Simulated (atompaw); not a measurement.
# Building the PAW (atompaw) potential for arsenic (As) (PBE, scalar-relativistic).

- Element: arsenic (As)
- Generator: atompaw 4.2.0.5
- Type: PAW
- Functional: PBE
- Relativity: scalar-relativistic
- Frozen core: [Ar] 3d10
- Valence charge: 5
- Reference configuration: 4s2 4p3
- Partial waves: 4s (bound): rc 2.45 bohr; 4s channel at -0.7 Ry: rc 1.45 bohr; 4p (bound): rc 2.45 bohr; 4p channel at 0.2 Ry: rc 2.45 bohr; 4d channel at 0.05 Ry: rc 2.05 bohr; 4d channel at 0.5 Ry: rc 2.05 bohr
- Local potential: bessel scheme, radius 2.05 bohr
- Core correction: smooth core density matched at 1.50 bohr
- Augmentation charge: sinc compensation charge, radius 2.20 bohr; PAW radius 2.45 bohr; waves and projectors: custom rrkj vanderbiltortho

Question: Estimate the cutoffs (Ry, on a coarse ladder) from which the occupation-weighted sum of valence levels, in a spherical-Bessel basis at the reference potential, stays within 10 and 1 mRy of its value at 400 Ry.

Answer: 10 Ry and 12 Ry.

Question: What does a ghost test show?

Answer: No extra level below or beside the all-electron valence levels (s, p, d, f tested). The logarithmic derivative shows an extra or strongly shifted pseudo pole above the reference energy (d near 1.14 Ry).

Question: Is the overlap operator S = 1 + Σ q|β⟩⟨β| positive definite (Bessel basis up to 400 Ry)?

Answer: Yes: its lowest eigenvalue is 0.05 (s channel).

Question: Which valence shell sets the plane-wave cutoff?

Answer: 4p: its level needs 12 Ry to come within 1 mRy, against 8 Ry for 4s.
